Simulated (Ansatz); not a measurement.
One change: `BC(C)=O` becomes `[CH3][SbH][C](C)=O`.

Ansatz, PBE0-D4/def2-TZVP geometries, multiplicity 1. Each molecule was computed in one conformer, which needn't be the lowest.

Elements past krypton have def2 core potentials.

```
                                        property  `BC(C)=O`
  size of the dipole moment (PBE/def2-TZVPP) / D       3.17
               LUMO energy (PBE/def2-TZVPP) / eV      -2.51
             LUMO energy (B3LYP/def2-TZVPP) / eV      -1.59
size of the dipole moment (B3LYP/def2-TZVPP) / D       3.19
           HOMO energy (ωB97M-V/def2-TZVPP) / eV     -10.35
              HOMO energy (PBE0/def2-TZVPP) / eV      -8.00
```

Question: Give the same properties after the change, and the shifts. (An estimate is asked.)

Answer: Computed: 
| property | `[CH3][SbH][C](C)=O` | shift |
| --- | --- | --- |
| size of the dipole moment (PBE/def2-TZVPP) / D | 1.51 | -1.66 |
| LUMO energy (PBE/def2-TZVPP) / eV | -1.98 | 0.53 |
| LUMO energy (B3LYP/def2-TZVPP) / eV | -1.12 | 0.47 |
| size of the dipole moment (B3LYP/def2-TZVPP) / D | 1.71 | -1.48 |
| HOMO energy (ωB97M-V/def2-TZVPP) / eV | -8.47 | 1.88 |
| HOMO energy (PBE0/def2-TZVPP) / eV | -6.39 | 1.61 |

With PBE0 the HOMO rises by 1.61 eV and the LUMO rises by 0.45 eV, so the gap narrows by about 1.16 eV. PBE moves the HOMO by 1.39 eV and ωB97M-V by 1.88 eV. Dipoles are sizes alone; their direction can turn.

B3LYP here is the variant with VWN-RPA as its local correlation; programs differ in this.

Spin–orbit coupling is left out; it splits and shifts lone-pair levels of the heavy atoms by tenths of an eV.
